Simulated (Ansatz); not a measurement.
Species: MoCr (charge 0, singlet). 
Structure (B3LYP-D3(BJ)/def2-TZVP (Ansatz, a program for electronic structure) minimum search):
```
Cr
Mo 1 1.7469
```
Charge 0, spin multiplicity 1.

Total electronic energies in hartree. Cores are frozen in the correlated levels unless marked. Spin-orbit coupling is left out. Frozen are the shells of the preceding noble gas and the d and f shells that filled before the atom's block. Past Kr the def2 sets carry scalar-relativistic core potentials.  The program attaches cautions to a run behind CCSD/def2-TZVPP: large difference.

The Hartree-Fock reference is unstable (checked in the largest basis), which strains HF and MP2. The T1 diagnostic of CCSD in the largest basis is 0.131, which is high, so the coupled-cluster rows are less sure than usual.

```json
[
 {"level": "PBE/def2-TZVPD", "program": "Ansatz", "energy (Eh)": "(withheld)"},
 {"level": "B97M-V/def2-TZVPD", "program": "Ansatz", "energy (Eh)": "(withheld)"},
 {"level": "B3LYP/def2-TZVPD", "program": "Ansatz", "energy (Eh)": "(withheld)"},
 {"level": "PBE0/def2-TZVP", "program": "Ansatz", "energy (Eh)": "-1112.27994"},
 {"level": "r2SCANh-D4/def2-TZVPD", "program": "Ansatz + dftd4", "energy (Eh)": "-1112.49589"},
 {"level": "CAM-B3LYP-D4/def2-TZVPD", "program": "Ansatz + dftd4", "energy (Eh)": "-1112.48544"},
 {"level": "B2PLYP/def2-TZVPD", "program": "Ansatz", "energy (Eh)": "-1112.14559"},
 {"level": "CCSD/def2-TZVPP", "program": "Ansatz", "energy (Eh)": "-1111.03792"}
]
```

Q: What belongs in the gaps?

A: 
- PBE/def2-TZVPD, energy (Eh): -1112.40446
- B97M-V/def2-TZVPD, energy (Eh): -1112.29211
- B3LYP/def2-TZVPD, energy (Eh): -1112.57866
